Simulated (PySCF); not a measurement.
# Polarisability and C₆ of Zr (zirconium, neutral)

[Kr] 4d2 5s2, high-spin 3F determinant. All numbers are calculated (PySCF 2.14, a scalar-relativistic core potential, in aug-cc-pwCVTZ-PP with ECP28MDF). Coupled (time-dependent) response in atomic units; α is the mean over directions.

| method | mean α (bohr³) | C₆ (like pair) | S(−4) |
| --- | --- | --- | --- |
| TPSSh | 133.5 | 1927 | 8618 |

S(−4) is the Cauchy moment in α(ω) = α(0) + S(−4) ω² + …

Reference α: 112 ± 13 bohr³ (recommended; Schwerdtfeger and Nagle, table of static dipole polarizabilities (2023 update)). Published C₆: 1360 (Gould and Bucko (2016)).

Spin-orbit coupling is absent.

α(iu) at TPSSh:

```csv
u (hartree),α(iu) (bohr³)
0,133.5
0.0500,116.1
0.100,86.17
0.200,46.09
0.300,28.20
0.500,14.47
0.750,8.478
1.00,5.782
1.50,3.284
2.00,2.127
3.00,1.091
5.00,0.4357
```

A single London oscillator, α(iu) = α/(1 + u²/ω²), gives C₆ = (3/4) ω α². Matching the computed C₆ needs ω = 4 × 1927 / (3 × 133.5²) = 0.144 hartree.

Energies and moments cover only the electrons outside the core potential.
